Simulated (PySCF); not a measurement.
## Electron correlation in P⁺ (phosphorus, charge +1)

[Ne] 3s1 3p3, high-spin 5S determinant (an excited configuration). Calculation: PySCF 2.14, in dyall-av3z (19s12p3d2f, 84 functions); no relativity, point nucleus. Frozen: [Ne]; 4 electrons correlated; the 23 highest virtual orbitals of each spin left out.

```csv
level,correlation energy (mhartree)
CCSD,-31.72
(T),-0.42
CCSD(T),-32.14
```

Diagnostics: T1 = 0.0014, D1 = 0.0037, largest double amplitude 0.033.

Q: Is a single reference adequate?

A: Yes: T1 lies below 0.03 and no double amplitude reaches 0.07.
